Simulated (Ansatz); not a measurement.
# Stretch profile

C2H7BO (SMILES CB(C)O), closed shell, at its PBE0-D4/def2-TZVP minimum:

C1  (-0.082, 1.351, -0.617)
B2  (-0.215, -0.175, -0.276)
C3  (0.473, -0.811, 0.991)
O4  (-0.955, -0.936, -1.132)
H5  (-0.433, 1.594, -1.622)
H6  (-0.678, 1.935, 0.095)
H7  (0.946, 1.706, -0.503)
H8  (0.148, -1.830, 1.223)
H9  (1.558, -0.842, 0.835)
H10  (0.321, -0.195, 1.882)
H11  (-1.018, -1.854, -0.856)
(Å)

The bond length C1–B2 (1.569 Å at the minimum) is set to the values below, with the rest relaxed at PBE0-D4/def2-TZVP at each step. Each method's energies count from its own value at the PBE0-D4 minimum structure. Ansatz 0.2.0; basis: def2-TZVPP; cores frozen in the correlated methods. B3LYP uses VWN-RPA correlation.

CCSD(T) energies along the scan:
| bond length (Å) | CCSD(T) (kJ/mol) |
| --- | --- |
| 1.287 | 156.8 |
| 1.353 | 82.6 |
| 1.450 | 22.2 |
| 1.563 | 0.2 |
| 1.688 | 11.6 |
| 1.823 | 46.4 |
| 1.967 | 95.2 |
| 2.118 | 149.7 |
| 2.275 | 204.6 |
They count from the CCSD(T) energy at the PBE0-D4 minimum.

Minimum and curvature along this coordinate at CCSD(T): A fifth-order fit through the nearest points gives 1.577 Å, with a curvature of about 23 eV/Å².

Largest difference from the CCSD(T) curve over the scan: r2SCAN-D4 10.7; PBE0-D4 9.1; B3LYP-D4 9.2; wB97M-V 8.1 kJ/mol. Each curve counts from its own value at the minimum.

No T1 diagnostic of these runs exceeds 0.013.

For scale, one of the runs: CCSD(T)/def2-TZVPP, 222 basis functions (an equivalent command: `ansatz run in.yaml --threads 4`). The run took 46 s on 4 CPU threads (shared host), with 3.7 GiB of host memory at its peak.
